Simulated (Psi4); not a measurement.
Approach curve of the dimer Br2 ··· Na+ (SMILES BrBr and [Na+]) (charge +1). Monomers: optimised at B3LYP-D3(BJ) (def2-TZVP), held rigid. Orientation: lowest of the rigid-body minima from ten starts at GFN2-xTB (searched outside a hard wall at short contacts). The monomers approach along the line of their centres of mass (distance R); nothing else relaxes. The shortest distances reach bonding range, where SAPT0 and rigid monomers are unreliable.

- PBE/def2-TZVP, counterpoise-corrected (Psi4)
- PBE-D3(BJ)/def2-TZVP, counterpoise-corrected (Psi4)
- M06-2X/def2-TZVP, counterpoise-corrected (Psi4)
- SAPT0/jun-cc-pVDZ, all electrons correlated (Psi4)

Interaction energies in kcal/mol; the last columns give the difference from SAPT0:

```tsv
R / Å	PBE/def2-TZVP	PBE-D3(BJ)/def2-TZVP	M06-2X/def2-TZVP	SAPT0/jun-cc-pVDZ	PBE/def2-TZVP − SAPT0/jun-cc-pVDZ	PBE-D3(BJ)/def2-TZVP − SAPT0/jun-cc-pVDZ	M06-2X/def2-TZVP − SAPT0/jun-cc-pVDZ
3.42	-5.60	-6.39	-5.29	-1.12	-4.48	-5.27	-4.17
3.65	-7.45	-8.19	-6.93	-4.04	-3.41	-4.15	-2.89
3.84	-7.39	-8.11	-6.80	-4.62	-2.78	-3.49	-2.18
4.06	-6.58	-7.34	-6.00	-4.37	-2.21	-2.97	-1.64
4.21	-5.86	-6.77	-5.33	-3.95	-1.90	-2.81	-1.38
4.57	-4.12	-5.20	-3.76	-2.82	-1.30	-2.38	-0.94
4.80	-3.18	-4.17	-2.91	-2.19	-1.00	-1.98	-0.73
5.38	-1.56	-2.23	-1.42	-1.07	-0.49	-1.16	-0.35
6.06	-0.66	-1.02	-0.60	-0.44	-0.22	-0.58	-0.16
7.04	-0.19	-0.33	-0.18	-0.12	-0.07	-0.21	-0.07
8.34	-0.02	-0.06	-0.02	0.00	-0.02	-0.06	-0.02
```

PBE/def2-TZVP is furthest from SAPT0/jun-cc-pVDZ at 3.42 (-4.48 kcal/mol, below); its mean absolute difference over the points is 1.62 kcal/mol.

PBE-D3(BJ)/def2-TZVP is furthest from SAPT0/jun-cc-pVDZ at 3.42 (-5.27 kcal/mol, below); its mean absolute difference over the points is 2.28 kcal/mol.

M06-2X/def2-TZVP is furthest from SAPT0/jun-cc-pVDZ at 3.42 (-4.17 kcal/mol, below); its mean absolute difference over the points is 1.32 kcal/mol.
